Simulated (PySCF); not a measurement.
The PySCF input:
```python
from pyscf import gto, scf, dft

mol = gto.M(
    atom='''
Sb    0.00179571   -0.00268353    0.40263206
F    -1.26106459   -0.92708194   -0.76113086
F    -0.18179938    1.56028347   -0.74936608
F     1.43268829   -0.61799484   -0.77108473
''',
    basis='def2-svp',
    ecp={'Sb': 'def2-svp'},
    verbose=4,
)

mf = dft.RKS(mol)
mf.xc = 'x3lyp'
mf.kernel()
mf.analyze()
```

Task: What does this run give for the nuclear repulsion energy, HOMO-LUMO gap, dipole moment?

Result: 
```yaml
nuclear_repulsion_energy: 215.9215 Eh
HOMO-LUMO gap: 7.41 eV
dipole_moment: 5.03 D
```
